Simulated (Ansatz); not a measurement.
CH6F2Si2, SMILES `FC[SiH2][SiH2]F`. Total charge 0; spin multiplicity 1.

Z-matrix (Å, degrees):
```
C
Si 1 1.901
F 1 1.391 2 109.9
H 1 1.095 2 111.5 3 -119.9
H 1 1.095 2 111.0 3 119.7
Si 2 2.344 1 110.1 3 -54.8
H 2 1.489 1 110.0 3 65.7
H 2 1.490 1 107.9 3 -175.7
F 6 1.608 2 108.5 1 -56.4
H 6 1.487 2 111.5 1 -174.9
H 6 1.485 2 112.0 1 62.6
```

Task: Give the diagnostics of a CCSD(T)/def2-TZVPP run (frozen core, Ansatz 0.2.0). (Best estimate.)

Result: Computed: T1 = 0.0121, largest single amplitude 0.011, largest double 0.021, (T) share of the correlation energy 3.1 %, 9 CCSD cycles. The RHF solution is stable towards an unrestricted one. T1 lies under the customary mark of 0.02 for closed shells.
